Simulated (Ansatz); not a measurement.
`NB(N)Cl` and `[NH2][Al]([NH2])[Cl]` differ in one element.

Ansatz, PBE0-D4/def2-TZVP geometries, multiplicity 1. Each molecule was computed in one conformer, which needn't be the lowest.

| property | `NB(N)Cl` |
| --- | --- |
| LUMO energy (PBE/def2-TZVPP) / eV | -0.05 |
| LUMO energy (PBE0/def2-TZVPP) / eV | 0.74 |
| LUMO energy (B3LYP/def2-TZVPP) / eV | 0.37 |
| HOMO–LUMO gap (PBE/def2-TZVPP) / eV | 5.85 |
| HOMO–LUMO gap (ωB97M-V/def2-TZVPP) / eV | 11.73 |
| size of the dipole moment (PBE/def2-TZVPP) / D | 2.78 |

Q: What does the change do to each property? (An estimate is asked.)

A: Computed: 
```tsv
property	`[NH2][Al]([NH2])[Cl]`	shift
LUMO energy (PBE/def2-TZVPP) / eV	-0.90	-0.85
LUMO energy (PBE0/def2-TZVPP) / eV	-0.08	-0.82
LUMO energy (B3LYP/def2-TZVPP) / eV	-0.39	-0.76
HOMO–LUMO gap (PBE/def2-TZVPP) / eV	4.93	-0.92
HOMO–LUMO gap (ωB97M-V/def2-TZVPP) / eV	11.07	-0.66
size of the dipole moment (PBE/def2-TZVPP) / D	2.47	-0.31
```

With PBE0 the HOMO rises by 0.08 eV and the LUMO falls by 0.82 eV, so the gap narrows by about 0.90 eV. PBE moves the HOMO by 0.07 eV and ωB97M-V by 0.05 eV. Dipoles are sizes alone; their direction can turn.

B3LYP here is the variant with VWN-RPA as its local correlation; programs differ in this.
